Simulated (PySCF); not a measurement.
A side-by-side comparison of computed properties.

First species: C3H10Si2.
SMILES: `C1[SiH](C1)C[SiH3]`

Second species: C6H9Cl.
Z-matrix (Å and degrees, GFN2-xTB geometry), rows numbered from 1:
```
C 
C   1  1.5302
C   2  1.4830  1  111.19
C   3  1.3350  2  135.46  1   119.92
C   4  1.4978  3   93.97  2   178.17
Cl  5  1.7833  4  115.44  3   117.25
C   3  1.5124  2  130.40  1   -60.41
H   1  1.0872  2  110.25  3  -177.16
H   1  1.0875  2  110.28  3   -57.25
H   1  1.0872  2  110.48  3    62.82
H   2  1.0918  1  109.98  3   120.95
H   2  1.0942  1  109.03  3  -120.44
H   4  1.0733  3  135.04  2    -1.65
H   5  1.0897  4  116.91  3  -116.09
H   7  1.0875  3  115.19  2    67.68
H   7  1.0891  3  116.15  2   -62.49
```

Levels: PBE0/def2-SVPD for dipole moment, HOMO energy, LUMO energy, HOMO–LUMO gap, static isotropic polarisability and electronic spatial extent ⟨r²⟩ about the centre of nuclear charge; TDDFT PBE0/def2-SVPD for lowest singlet excitation; TDA PBE0/def2-SVPD for lowest triplet excitation (Tamm–Dancoff); GFN2-xTB for rotational constant A and rotational constant C. Geometries: GFN2-xTB. Each structure is a single optimised conformer of the isolated species, non-relativistic unless stated; the electronic structure was computed with PySCF and density fitting.

Dipoles, sizes and rotational constants follow the conformer. The torsions of the flexible species, by atom-mapped SMILES:
- `[SiH3:1][CH2:2][SiH:3]1[CH2:4][CH2:5]1`: Si1–C2–Si3–C4 -88°
- `[CH3:1][CH2:2][C:3]1=[CH:4][C@H:5]([Cl:6])[CH2:7]1`: C1–C2–C3–C4 120°

Values for the first species:

- Dipole moment: 0.69 D
- HOMO energy: -6.63 eV
- LUMO energy: 0.31 eV
- HOMO–LUMO gap: 6.94 eV
- Lowest singlet excitation: 5.95 eV
- Lowest triplet excitation (Tamm–Dancoff): 4.94 eV
- Static isotropic polarisability: 91.1 au
- Electronic spatial extent ⟨r²⟩ about the centre of nuclear charge: 973 bohr²
- Rotational constant A: 7.995 GHz
- Rotational constant C: 1.319 GHz

Q: Estimate the same properties for the second species, and the change in each.

A: 
| property | first | second | second less first |
| --- | --- | --- | --- |
| dipole moment | 0.69 D | 2.80 D | +2.11 D |
| HOMO energy | -6.63 eV | -7.35 eV | -0.72 eV |
| LUMO energy | 0.31 eV | -0.08 eV | -0.39 eV |
| HOMO–LUMO gap | 6.94 eV | 7.27 eV | +0.33 eV |
| lowest singlet excitation | 5.95 eV | 6.47 eV | +0.52 eV |
| lowest triplet excitation (Tamm–Dancoff) | 4.94 eV | 4.30 eV | -0.64 eV |
| static isotropic polarisability | 91.1 au | 84.3 au | -6.8 au |
| electronic spatial extent ⟨r²⟩ about the centre of nuclear charge | 973 bohr² | 1177 bohr² | +204 bohr² |
| rotational constant A | 7.995 GHz | 5.263 GHz | -2.732 GHz |
| rotational constant C | 1.319 GHz | 1.028 GHz | -0.291 GHz |

On the first: The polarisability is 13.49 Å³ as a volume (1 au = 0.148185 Å³), or 1.63 au for each of the 56 electrons. S1 lies 0.99 eV below the HOMO–LUMO gap; its leading configuration is HOMO→LUMO, weight 0.67.

On the second: The dipole matches unit charges of opposite sign 0.58 Å apart (1 e·Å = 4.8032 D).
